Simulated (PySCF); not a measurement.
C₂H₆B, SMILES C[B]C, multiplicity 2. Atoms are numbered in the order given.

```xyz
9

C      1.3952    -0.0124     0.0985
B      0.0000     0.0000    -0.5634
C     -1.3952     0.0124     0.0985
H      1.6716     1.0485     0.2031
H      2.1844    -0.4744    -0.4968
H      1.4020    -0.4369     1.1109
H     -1.4020     0.4369     1.1109
H     -2.1844     0.4744    -0.4968
H     -1.6716    -1.0485     0.2031
```
Charge 0, spin multiplicity 2.

Geometry: PBE0-D3(BJ)/def2-TZVP. The isomer is the one that the SMILES or the coordinates give; other isomers of the formula were not compared.

Level of theory: M06-2X/def2-TZVPD (PySCF).

Mulliken values depend strongly on the basis, most of all with diffuse functions as here. ESP charges are fitted to the potential on shells at 1.4 to 2.0 van der Waals radii. Atomic charges (e):

```
atom  ESP fit  Mulliken  Mulliken spin
----  -------  --------  -------------
C1        [?]     -0.91           0.02
B2        [?]      0.21           0.92
C3        [?]     -0.91           0.02
H4        [?]      0.29          -0.01
H5        [?]      0.24           0.02
H6        [?]      0.26           0.01
H7        [?]      0.26           0.01
H8        [?]      0.24           0.02
H9        [?]      0.29          -0.01
```

Task: Complete the blanks. (The exact figures need the calculation; the answer reports its results.)

Result: 
- C1, ESP fit: -0.20
- B2, ESP fit: -0.08
- C3, ESP fit: -0.20
- H4, ESP fit: 0.10
- H5, ESP fit: 0.05
- H6, ESP fit: 0.08
- H7, ESP fit: 0.08
- H8, ESP fit: 0.05
- H9, ESP fit: 0.10
